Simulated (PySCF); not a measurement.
HOSi (SMILES O=[SiH]), doublet, geometry from GFN2-xTB; DF-R2SCAN/cc-pV(D+d)Z in PySCF.

The PySCF input:
```python
from pyscf import gto, scf, dft

mol = gto.Mole()
mol.atom = '''
    O     0.935165   -0.417181   -0.004275
    Si   -0.411307    0.264718    0.008311
    H    -1.723023   -0.368613   -0.082152
'''
mol.basis = 'cc-pv(d+d)z'
mol.charge = 0
mol.spin = 1
mol.verbose = 3
mol.build()

mf = dft.UKS(mol)
mf.xc = 'r2scan'
mf = mf.density_fit(auxbasis='def2-universal-jkfit')
mf.kernel()
mf.analyze()
```

Output, abridged:

```
converged SCF energy = -365.202083620369  <S^2> = 0.75672184  2S+1 = 2.0067106
**** MO energy ****
                             alpha | beta                alpha | beta
MO #1   energy= -65.8796731831717  | -65.8775881276434  occ= 1 | 1
MO #2   energy= -18.9547707633946  | -18.9482739128232  occ= 1 | 1
MO #3   energy= -5.24839746739999  | -5.24631531875945  occ= 1 | 1
MO #4   energy= -3.59387330814521  | -3.59161399926199  occ= 1 | 1
MO #5   energy= -3.59062073972212  | -3.58583583084129  occ= 1 | 1
MO #6   energy= -3.58772766013174  | -3.58521405312267  occ= 1 | 1
MO #7   energy= -0.917179883422752 | -0.904259347103768 occ= 1 | 1
MO #8   energy= -0.482044465732107 | -0.456789637924434 occ= 1 | 1
MO #9   energy= -0.350507107248139 | -0.328599460536493 occ= 1 | 1
MO #10  energy= -0.306727995294331 | -0.302285919636853 occ= 1 | 1
MO #11  energy= -0.304898819198397 | -0.285873777553797 occ= 1 | 1
MO #12  energy= -0.216996340284956 | -0.133495692166631 occ= 1 | 0
MO #13  energy= -0.10803324890811  | -0.0813140355057   occ= 0 | 0
MO #14  energy= 0.00997604760544712 | 0.0259163108054068 occ= 0 | 0
MO #15  energy= 0.0851858148148659 | 0.120041570416203  occ= 0 | 0
MO #16  energy= 0.214255013187276  | 0.241054788806482  occ= 0 | 0
MO #17  energy= 0.278062066209203  | 0.315635036778791  occ= 0 | 0
MO #18  energy= 0.283556776401113  | 0.338103028869578  occ= 0 | 0
MO #19  energy= 0.311034585485053  | 0.344232726957566  occ= 0 | 0
MO #20  energy= 0.32173885642074   | 0.368610303607821  occ= 0 | 0

To work with the spin densities directly, `use mulliken_meta_spin()` only printing them here.

 ** Mulliken spin pop alpha/beta on meta-lowdin orthogonal AOs **
 ** Mulliken Spin Density (per atom)  **
spin density of  0 O =      0.20430
spin density of  1 Si =      0.61537
spin density of  2 H =      0.18033
 ** Mulliken pop alpha/beta on meta-lowdin orthogonal AOs **
 ** Mulliken atomic charges   ( Nelec_alpha | Nelec_beta ) **
charge of  0O =     -0.61928  (     4.41179      4.20749 )
charge of  1Si =      0.71829  (     6.94854      6.33317 )
charge of  2H =     -0.09900  (     0.63967      0.45934 )
Dipole moment(X, Y, Z, Debye): -2.77423,  0.99941, -0.00623
```
